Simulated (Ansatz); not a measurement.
Geometry optimisation, Ansatz 0.2.0, RKS PBE0/def2-SVP.

The input (input.yaml):

```yaml
crystal:
  periodic: [false, false, false]
  atoms:
    - { symbol: Al, position_ang: [0.0, 0.0, 0.0] }
    - { symbol: F, position_ang: [0.0, 0.0, 1.69] }
    - { symbol: "N", position_ang: [1.6627, 0.0, -0.96] }
    - { symbol: H, position_ang: [2.1293, -0.9179, -1.2118] }
    - { symbol: H, position_ang: [2.1141, 0.9179, -1.2382] }
    - { symbol: "N", position_ang: [-1.6627, 0.0, -0.96] }
    - { symbol: H, position_ang: [-2.3316, -0.8164, -0.8614] }
    - { symbol: H, position_ang: [-1.9118, 0.8164, -1.5886] }
basis:
  gaussian: { orbitals: def2-SVP }
hamiltonian:
  xc: pbe0
relax:
  f_tol: 0.02
  max_steps: 40
```

Command:

```bash
$ ansatz run input.yaml --threads 1 --pin off --max-ram 2048MiB --backend cpu --events-out ev --progress --plain --runs-dir out
```

Q: Where does it end, and by what steps?

A: It converged. The force dipped under the threshold on the way, but the program's further checks kept it going. After 13 steps the energy has fallen by 1.337 eV; H4 moved furthest, 1.27 Å.

```tsv
step	energy less start (eV)	largest force component (eV/Å)	accepted
0	0.0000	2.154	yes
1	-0.7115	1.161	yes
2	-0.9632	0.713	yes
3	-1.0623	0.406	yes
4	-1.1604	0.302	yes
5	-1.2278	0.293	yes
6	-1.2806	0.260	yes
7	-1.3171	0.252	yes
8	-1.3338	0.110	yes
9	-1.3339	0.103	yes
10	-1.3364	0.008	yes
11	-1.3363	0.105	no
12	-1.3366	0.028	yes
13	-1.3367	0.017	yes
```

```xyz
8
Properties=species:S:1:pos:R:3
Al -0.003 0.032 -0.100
F -0.011 0.138 1.564
N 1.555 0.096 -0.924
H 1.703 0.047 -1.925
H 2.443 0.194 -0.446
N -1.552 -0.133 -0.925
H -2.446 -0.166 -0.449
H -1.689 -0.208 -1.926
```

Whether the end is a true minimum wasn't checked by a vibrational analysis.

Time of the run: 42 s on 1 thread of Arm Neoverse V2, on a shared host, peak memory 0.15 GiB.
